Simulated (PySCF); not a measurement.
**A thermochemical cycle for BeH**

PBE0 in PySCF with def2-SVPD on every atom, for the lowest determinant that a PBE0 search found; no spin–orbit coupling. BeH, a doublet (σ ↑), has De = 2.45 eV to neutral atoms, and BeH⁺, a singlet (closed shell), has De = 2.95 eV to Be⁺ + H.

The adiabatic ionisation energy of BeH, between the minima, is 8.43 eV.

Which ionisation energy of the Be atom does this level give?

IE(Be) = IE(molecule) + De(ion) − De(neutral) = 8.43 + 2.95 − 2.45 = 8.93 eV; the measured value is 9.323 eV (NIST ASD).

For an ion De counts to the pair picked by the measured ionisation energies or electron affinities, which need not be the lowest pair at this level. States were picked by a PBE0 search and need not be the measured ground states.
